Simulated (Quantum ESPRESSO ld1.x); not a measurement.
Coherent X-ray form factor from a spherical all-electron density. All-electron calculation, Dirac Kohn-Sham, LDA (Slater exchange, Perdew-Zunger correlation), spin-unpolarised, spherical densities, point nucleus. Program: ld1.x of Quantum ESPRESSO 7.5.

sin(theta)/lambda (1/angstrom)  f0 (electrons)
0.05                                    70.470
0.1                                     68.948
0.15                                    66.613
0.2                                     63.708
0.25                                    60.485
0.3                                     57.158
0.4                                     50.759
0.5                                     45.123
0.6                                     40.311
0.8                                     32.600
1                                       26.728
1.25                                    21.461
1.5                                     18.054
2                                       14.233

The species is in the configuration that NIST lists as its ground one. Which atom or ion scatters so?

Answer. The osmium ion Os5+, [Xe] 4f14 5d3. Extrapolating in s^2 from the first two rows gives f0(0) = 71.0, near the electron count 71; among species with that count, the fall with angle is slower the higher Z, and the table is that of Z = 76; from so few rows the species is fixed only to a neighbour or two.
